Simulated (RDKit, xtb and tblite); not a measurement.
Torsional profile of SMILES CC(C)c1ccc(O)s1. Scanned: dihedral C1–C2–C4–S9 and dihedral S9–C7–O8–H19; all other coordinates were relaxed at GFN2-xTB. Heavy atoms are numbered in the order of the SMILES CC(C)c1ccc(O)s1, hydrogens after them in the order of the atoms that carry them; the mirror image has the same energies with the sign of each dihedral reversed.

GFN2-xTB (xtb and tblite); MMFF94 // GFN2-xTB (RDKit); UFF // GFN2-xTB (RDKit).

Energies in kJ/mol at chosen points (x: dihedral C1–C2–C4–S9 (°); y: dihedral S9–C7–O8–H19 (°)), relative to x = 120, y = 0:

```csv
method,"(90, -60)","(-150, 0)","(-60, 60)","(30, 180)","(150, -150)","(-30, -90)","(0, 30)"
GFN2-xTB,7.7,3.5,4.3,7.3,7.1,11.4,4.6
MMFF94,27.8,21.6,31.9,32.2,19.8,47.5,26.9
UFF,30.5,18.3,29.0,26.5,19.7,43.3,19.4
```
